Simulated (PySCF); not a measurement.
PySCF input (HF/def2-TZVPD):

```python
from pyscf import gto, scf, dft

mol = gto.M(
    atom='''
    C     2.35830805    0.00807709    0.08801407
    C     0.92929772   -0.49336129   -0.09169721
    C    -0.07637906    0.66234006   -0.28037571
    C    -1.47960719    0.22709527   -0.43054019
    F    -2.03999055   -0.33657508    0.66743742
    H     2.68688077    0.58411437   -0.78049453
    H     2.44004713    0.65525082    0.96440110
    H     3.05502717   -0.82140540    0.22035145
    H     0.62676400   -1.08277673    0.77680432
    H     0.87255448   -1.15962346   -0.95703317
    H     0.00136934    1.34089963    0.57676866
    H     0.19502677    1.23988940   -1.16898537
    H    -1.90747197   -0.15207971   -1.35115489
    ''',
    basis='def2-tzvpd',
    charge=0,
    spin=1,
    verbose=4,
)

mf = scf.UHF(mol).density_fit(auxbasis='def2-universal-jkfit')
mf.conv_tol = 1e-9
mf.max_cycle = 100
mf.max_memory = 1500
mf.kernel()
if not mf.converged:
    mf = mf.newton()
    mf.kernel(mf.make_rdm1())
for _ in range(2):
    mo, _, stable, _ = mf.stability(return_status=True)
    if stable:
        break
    mf.kernel(mf.make_rdm1(mo, mf.mo_occ))
mf.analyze()
```

End of the output:

```
Extra cycle  E= -255.622887117578  delta_E= -4.12e-11  |g|= 3.56e-06  |ddm|= 1.23e-05
converged SCF energy = -255.622887117578  <S^2> = 0.76163915  2S+1 = 2.0116055
uhf_internal: lowest eigs of H = [0.48398948 0.51466006 0.54258313]
<class 'pyscf.df.df_jk.DFUHF'> wavefunction is stable in the internal stability analysis
**** SCF Summaries ****
Total Energy =                        -255.622887117577619
Nuclear Repulsion Energy =             176.027203215013373
One-electron Energy =                 -698.097241022156595
Two-electron Energy =                  266.447150689565603
Two-electron Coulomb Energy =          300.183171877032464
DFT Exchange-Correlation Energy =      -33.736021187466861
HOMO-LUMO gap [eV] =                    11.850321437466071
**** MO energy ****
                             alpha | beta                alpha | beta
MO #1   energy= -26.2929723092132  | -26.2886084268394  occ= 1 | 1
MO #2   energy= -11.3098028529113  | -11.2832881414572  occ= 1 | 1
MO #3   energy= -11.2324140960928  | -11.2351355524759  occ= 1 | 1
MO #4   energy= -11.2276413646374  | -11.2251367088947  occ= 1 | 1
MO #5   energy= -11.2169028633484  | -11.2167679247445  occ= 1 | 1
MO #6   energy= -1.61094338085961  | -1.59791259165437  occ= 1 | 1
MO #7   energy= -1.08779835440404  | -1.07550943169684  occ= 1 | 1
MO #8   energy= -0.995468921432927 | -0.972491537572044 occ= 1 | 1
MO #9   energy= -0.874681785075992 | -0.843815299075942 occ= 1 | 1
MO #10  energy= -0.809586403468366 | -0.801796807324852 occ= 1 | 1
MO #11  energy= -0.720843805647635 | -0.711730664651899 occ= 1 | 1
MO #12  energy= -0.704432253413586 | -0.663624399906719 occ= 1 | 1
MO #13  energy= -0.66917587848809  | -0.641902179585502 occ= 1 | 1
MO #14  energy= -0.62927651282596  | -0.625130825368889 occ= 1 | 1
MO #15  energy= -0.583830517956777 | -0.578492700386445 occ= 1 | 1
MO #16  energy= -0.556543676456163 | -0.548195004843699 occ= 1 | 1
MO #17  energy= -0.541622028899921 | -0.537050689159799 occ= 1 | 1
MO #18  energy= -0.504479484870388 | -0.489815564963425 occ= 1 | 1
MO #19  energy= -0.492736767466776 | -0.485485116930248 occ= 1 | 1
MO #20  energy= -0.481002205748111 | -0.479424499201812 occ= 1 | 1
MO #21  energy= -0.359460608096711 | 0.0760306759105147 occ= 1 | 0
MO #22  energy= 0.0753700961939099 | 0.0869485861080646 occ= 0 | 0
MO #23  energy= 0.0859312037170755 | 0.0886026575377809 occ= 0 | 0
MO #24  energy= 0.0916650149690259 | 0.105643530297608  occ= 0 | 0
MO #25  energy= 0.111780882008037  | 0.114055386285158  occ= 0 | 0
MO #26  energy= 0.116711447181639  | 0.133740122084323  occ= 0 | 0
MO #27  energy= 0.143156449945796  | 0.144254880537208  occ= 0 | 0
MO #28  energy= 0.152916794883656  | 0.155736110199512  occ= 0 | 0
MO #29  energy= 0.155721211085658  | 0.161322862809574  occ= 0 | 0
MO #30  energy= 0.163889261999996  | 0.174306635691777  occ= 0 | 0
MO #31  energy= 0.181446517141244  | 0.182672066924964  occ= 0 | 0
MO #32  energy= 0.188675954897641  | 0.190220650727079  occ= 0 | 0
MO #33  energy= 0.199068045807057  | 0.203725864796787  occ= 0 | 0
MO #34  energy= 0.207661707841741  | 0.212698794703673  occ= 0 | 0
MO #35  energy= 0.217200882654152  | 0.226847231596506  occ= 0 | 0
MO #36  energy= 0.235056597559143  | 0.241196358609525  occ= 0 | 0
MO #37  energy= 0.240320560821369  | 0.241474756094566  occ= 0 | 0
MO #38  energy= 0.253073572706416  | 0.254208230175475  occ= 0 | 0
MO #39  energy= 0.256186219716445  | 0.258043422976716  occ= 0 | 0
MO #40  energy= 0.267831986776881  | 0.269056417411119  occ= 0 | 0
MO #41  energy= 0.275470073230429  | 0.281789119308709  occ= 0 | 0
MO #42  energy= 0.291875466202812  | 0.293724865505187  occ= 0 | 0
MO #43  energy= 0.309203112603351  | 0.31070049995771   occ= 0 | 0
MO #44  energy= 0.319008894448841  | 0.321371403308744  occ= 0 | 0
MO #45  energy= 0.325133784486149  | 0.326934378240971  occ= 0 | 0
MO #46  energy= 0.329684351133337  | 0.337117204650425  occ= 0 | 0
MO #47  energy= 0.342421272820785  | 0.344192590091454  occ= 0 | 0
MO #48  energy= 0.353932731901462  | 0.357134020871909  occ= 0 | 0
MO #49  energy= 0.357425103078064  | 0.358929417767531  occ= 0 | 0
MO #50  energy= 0.363400094724887  | 0.370527011989064  occ= 0 | 0
MO #51  energy= 0.373792173498565  | 0.377133501234314  occ= 0 | 0
MO #52  energy= 0.382280017804154  | 0.387491342211472  occ= 0 | 0
MO #53  energy= 0.385163934526117  | 0.392677370420804  occ= 0 | 0
MO #54  energy= 0.392777498006895  | 0.396212213260093  occ= 0 | 0
MO #55  energy= 0.395801472195197  | 0.397665119364165  occ= 0 | 0
MO #56  energy= 0.398278038535025  | 0.400197547326674  occ= 0 | 0
MO #57  energy= 0.402294531977861  | 0.405809452992147  occ= 0 | 0
MO #58  energy= 0.410375617735322  | 0.412917798717835  occ= 0 | 0
MO #59  energy= 0.418304994633242  | 0.419233995271518  occ= 0 | 0
MO #60  energy= 0.428806068374849  | 0.429892060995531  occ= 0 | 0
MO #61  energy= 0.429233884053651  | 0.43246919321777   occ= 0 | 0
MO #62  energy= 0.439300326780442  | 0.441364503172986  occ= 0 | 0
MO #63  energy= 0.454981586362992  | 0.46212036238901   occ= 0 | 0
MO #64  energy= 0.465981800651935  | 0.468164494189871  occ= 0 | 0
MO #65  energy= 0.46959044471702   | 0.475433044867708  occ= 0 | 0
MO #66  energy= 0.47147438421708   | 0.478799429183987  occ= 0 | 0
MO #67  energy= 0.483020860522261  | 0.488629351905235  occ= 0 | 0
MO #68  energy= 0.491405160537761  | 0.495742676982965  occ= 0 | 0
MO #69  energy= 0.500749105102311  | 0.502631377372447  occ= 0 | 0
MO #70  energy= 0.502271526925605  | 0.506273076764387  occ= 0 | 0
MO #71  energy= 0.511961024791294  | 0.514067447185322  occ= 0 | 0
MO #72  energy= 0.51309920950576   | 0.518322325775756  occ= 0 | 0
MO #73  energy= 0.524224069851941  | 0.5280258352925    occ= 0 | 0
MO #74  energy= 0.539072402034185  | 0.541910590214337  occ= 0 | 0
MO #75  energy= 0.540901216999524  | 0.55014108307766   occ= 0 | 0
MO #76  energy= 0.551788887409989  | 0.552375479736355  occ= 0 | 0
MO #77  energy= 0.557819817280443  | 0.560105068869413  occ= 0 | 0
MO #78  energy= 0.567930654472118  | 0.571268552579163  occ= 0 | 0
MO #79  energy= 0.572329643045322  | 0.578842316382355  occ= 0 | 0
MO #80  energy= 0.581770934958089  | 0.585498254122487  occ= 0 | 0
MO #81  energy= 0.602612007374834  | 0.609254604999659  occ= 0 | 0
MO #82  energy= 0.611985760901515  | 0.620933122002647  occ= 0 | 0
MO #83  energy= 0.642679141395787  | 0.648908515630233  occ= 0 | 0
MO #84  energy= 0.663445311998869  | 0.668527380984098  occ= 0 | 0
MO #85  energy= 0.675293983899432  | 0.679683305034462  occ= 0 | 0
MO #86  energy= 0.686028253240489  | 0.693188779463257  occ= 0 | 0
MO #87  energy= 0.692884503951833  | 0.698180727155632  occ= 0 | 0
MO #88  energy= 0.696547744507949  | 0.708867226001875  occ= 0 | 0
MO #89  energy= 0.732525645914935  | 0.736626197735401  occ= 0 | 0
MO #90  energy= 0.744089264162306  | 0.752296594383802  occ= 0 | 0
MO #91  energy= 0.769011558022816  | 0.775180602503032  occ= 0 | 0
MO #92  energy= 0.799244422836458  | 0.801930837957743  occ= 0 | 0
MO #93  energy= 0.81006048978629   | 0.812668802742167  occ= 0 | 0
MO #94  energy= 0.812312912094704  | 0.82150705189163   occ= 0 | 0
MO #95  energy= 0.825706392138763  | 0.82680286256527   occ= 0 | 0
MO #96  energy= 0.83038366872364   | 0.832242299886356  occ= 0 | 0
MO #97  energy= 0.842146064604642  | 0.846805592148103  occ= 0 | 0
MO #98  energy= 0.847036397908665  | 0.850531666291995  occ= 0 | 0
MO #99  energy= 0.853728722794578  | 0.855379577575542  occ= 0 | 0
MO #100 energy= 0.866541053754512  | 0.870470912142679  occ= 0 | 0
MO #101 energy= 0.875598475489593  | 0.880253233014222  occ= 0 | 0
MO #102 energy= 0.88069195328402   | 0.88336022130437   occ= 0 | 0
MO #103 energy= 0.890666450208309  | 0.891931111937655  occ= 0 | 0
MO #104 energy= 0.898050938036597  | 0.902204696848939  occ= 0 | 0
[...]
```

It need not be the lowest isomer of its formula.
